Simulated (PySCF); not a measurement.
Stretching KBa

Set-up: PySCF, spin-free X2C with a Gaussian nucleus, basis sets K x2c-TZVPall, Ba x2c-TZVPall. Energies in eV from K + Ba in their ground configurations at the same level. All curves are PBE0. state 1: ²Σ⁺ (doublet), unpaired electrons σ ↑; state 2: doublet, unpaired electrons π ↑, a second solution, started from another occupation; state 3: ²Δ (doublet), unpaired electrons δ ↑, a second solution, started from another occupation; state 4: ⁴Π (quartet), unpaired electrons σ ↑↑, π ↑, a second solution, started from another occupation.

```
R (Å)  state 1  state 2  state 3  state 4
3.919  -0.1363   0.1286   0.3573   0.6654
4.101  -0.2086   0.1470   0.3250   0.6271
4.284  -0.2483   0.1899   0.3199   0.6103
4.420  -0.2620   0.2338   0.3292   0.6079
4.557  -0.2656   0.2847   0.3468   0.6116
4.694  -0.2615   0.3407   0.3702   0.6196
4.876  -0.2479   0.4197   0.4072   0.6344
5.104  -0.2231   0.5204   0.4577   0.6559
5.377  -0.1885   0.6357   0.5183   0.6822
5.742  -0.1428   0.7658   0.5913   0.7136
```

**Question.** Put a parabola through the three lowest points of the state 1 curve and estimate Re, k and ωe (reduced mass 30.38 u; 1 eV/Å² = 0.16022 mdyn/Å; ωe = 1302.8·√(k/μ) cm⁻¹).

**Answer.** Through R = 4.42, 4.557, 4.694 Å the second-order coefficient is 0.205 eV/Å², so Re ≈ 4.553 Å, k ≈ 0.0657 mdyn/Å and ωe ≈ 61 cm⁻¹. A polynomial fit of higher order to the unrounded PBE0 energies gives Re = 4.546 Å, k = 0.0665 mdyn/Å, ωe = 61.0 cm⁻¹; anharmonicity and rounding make the difference.

The higher-order fit for each curve: state 1: Re = 4.546 Å, ωe = 61.0 cm⁻¹, De = 0.266 eV; state 3: Re = 4.232 Å, ωe = 76.1 cm⁻¹, minimum 0.319 eV above the ground-state fragments; state 4: Re = 4.399 Å, ωe = 55.5 cm⁻¹, minimum 0.61 eV above the ground-state fragments. State 2 gave no clean fit.

The bond is weak. Basis-set superposition, not corrected here, can be much of De in a small basis, most of all at correlated wavefunction levels. Functionals without a dispersion term scatter widely for such bonds, and LDA overbinds them. ⟨S²⟩ of the unrestricted solution departs from its pure value on part of the curve, where spin states mix. Spin–orbit coupling is left out. The state was picked by a PBE0 search and need not be the measured ground state.
